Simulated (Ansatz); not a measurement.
Consider the atomization: `[NH2][In]([NH2])[Cl]` → Cl• + 4 H• + In• + 2 N•.

Program: Ansatz. Geometries: PBE0-D4/def2-TZVP. ΔE: electronic, gas phase. CCSD(T)/CBS adds triple-zeta CCSD(T) − MP2 to the extrapolated MP2 energy (def2 sets, frozen cores). This one scheme is used for every species, atoms too. DFT in def2-TZVPP. Open shells (•) are unrestricted, without spin–orbit coupling. Spin–orbit coupling would lower the free atoms: a little for Cl; strongly for In. Elements past krypton have def2 core potentials. For In outer-core shells are correlated without core-valence functions, so the limit isn't a true one: a few kJ/mol of doubt a bond, and 10 to 20 or more in all where bonds break to atoms. Each species was taken in one conformer, which may not be the lowest.

`[NH2][In]([NH2])[Cl]`:

Z-matrix (Å, degrees):
```
N
In 1 2.009
H 1 1.011 2 114.5
H 1 1.010 2 116.6 3 129.0
N 2 2.009 1 129.2 3 -158.1
Cl 2 2.335 1 115.4 3 21.9
H 5 1.010 2 116.6 1 -29.1
H 5 1.011 2 114.5 1 -158.1
```

```json
{"species": "`[NH2][In]([NH2])[Cl]`", "BLYP energy (Eh)": "-762.29696"}
{"species": "Cl•", "BLYP energy (Eh)": "-460.15035"}
{"species": "H•", "BLYP energy (Eh)": "-0.49755"}
{"species": "In•", "BLYP energy (Eh)": "-190.08095"}
{"species": "N•", "BLYP energy (Eh)": "-54.58940"}
```

Question: Work out ΔE.

Answer: ΔE = 4 × (-0.49755) + 2 × (-54.58940) + (-460.15035) + (-190.08095) − (-762.29696) = 0.89666 Eh = +24.40 eV. CCSD(T)/CBS gives +24.98 eV.

Largest T1 diagnostic among the species: 0.015.

From r2SCAN to r2SCAN0 (25 % exact exchange), in def2-TZVPP and without D4, ΔE moves by −0.58 eV: exact exchange takes away binding that semilocal exchange gives to molecules. In def2-TZVPP, CCSD(T) changes the Hartree–Fock value by +8.11 eV (the triples alone add +0.52 eV) and MP2 by +8.49 eV; breaking electron pairs costs correlation energy, which Hartree–Fock lacks. The D4 term adds +0.25 eV with B3LYP and +0.13 eV with PBE0; it sums over pairs of atoms, weighted by their polarisabilities, and B3LYP, whose exchange is more repulsive, gets the larger term.

B3LYP here is the variant with VWN-RPA as its local correlation; programs differ in this.

For atomizations the MP2-based limit and the directly extrapolated one differ by several kJ/mol either way, and by 10 to 25 for some Ge, Se and Sn compounds, so smaller differences from it don't rank the levels.
